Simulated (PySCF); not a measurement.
Gas-phase reaction: 2 InH2Cl ⇌ InH3 + InH + 2 Cl

Computed with PySCF and rigid-rotor harmonic-oscillator thermochemistry at 1 bar. † marks an energy on the PBE0/def2-TZVP geometry and frequencies; other levels use their own. CCSD(T) freezes the core. Open shells (unrestricted): Cl (multiplicity 2); the rest are closed-shell singlets. Spin-orbit splitting is ignored; it lowers the true energy and changes the entropy of Cl. In: scalar-relativistic def2 core potential, no spin-orbit coupling. InH2Cl, InH3, InH: computed as isolated molecules; such fragments, hydroxides, amides, oligomers or adducts are transient or little studied in the gas. CCSD(T) isn't extrapolated to the basis-set limit.

CCSD(T)/def2-SVP† gives ΔH°(298 K) = 603 kJ.

### Question
What do PBE0/def2-TZVP, ωB97M-V/def2-TZVP†, r2SCAN/def2-TZVP† give?

### Answer
PBE0/def2-TZVP: 667 kJ; ωB97M-V/def2-TZVP†: 677 kJ; r2SCAN/def2-TZVP†: 685 kJ. For scale, ΔH°(298 K) is 603 kJ at this level, 677 kJ at ωB97M-V/def2-TZVP†, and runs from 517 to 773 kJ over the 18 levels computed.
